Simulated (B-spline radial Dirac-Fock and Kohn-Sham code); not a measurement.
**Magnetic form factor of the 4f shell of Pt²²⁺**

System: the Pt²²⁺ ion, [Kr] 4d10 4f10.

Model: Dirac-Fock orbitals of the configuration average with a finite nucleus. Program: a radial finite-basis atomic code. ⟨j_K⟩ is the integral of the 4f radial density with the spherical Bessel function j_K(4πsr), s = sin θ/λ.

Hund's rules give S = 2, L = 6, J = 8 for 4f10, so g = 1.250, and the dipole approximation is F = ⟨j0⟩ + C₂⟨j2⟩ with C₂ = (2 − g)/g = 0.600.

```tsv
s (Å⁻¹)	⟨j0⟩	⟨j2⟩	⟨j4⟩	⟨j6⟩	F (dipole)
0	1.0000	0.0000	0.0000	0.0000	1.0000
0.03	0.9984	0.0006	0.0000	0.0000	0.9988
0.04	0.9972	0.0011	0.0000	0.0000	0.9979
0.05	0.9957	0.0017	0.0000	0.0000	0.9967
0.07	0.9915	0.0034	0.0000	0.0000	0.9935
0.09	0.9860	0.0056	0.0000	0.0000	0.9893
0.11	0.9792	0.0083	0.0000	0.0000	0.9841
0.14	0.9665	0.0133	0.0001	0.0000	0.9745
0.18	0.9452	0.0217	0.0002	0.0000	0.9582
0.23	0.9121	0.0344	0.0005	0.0000	0.9328
0.3	0.8553	0.0559	0.0014	0.0000	0.8888
0.39	0.7680	0.0875	0.0038	0.0001	0.8205
0.5	0.6484	0.1276	0.0092	0.0004	0.7249
0.64	0.4917	0.1730	0.0204	0.0016	0.5955
0.82	0.3096	0.2112	0.0411	0.0052	0.4363
1.05	0.1372	0.2209	0.0712	0.0143	0.2698
1.35	0.0159	0.1859	0.1010	0.0322	0.1275
```

Radial moments of the shell: ⟨r²⟩ = 0.2363, ⟨r⁴⟩ = 0.09616, ⟨r⁶⟩ = 0.06057 in powers of bohr.

Values without a named source are computed, but for edge energies of neutral atoms, which are taken from tables.
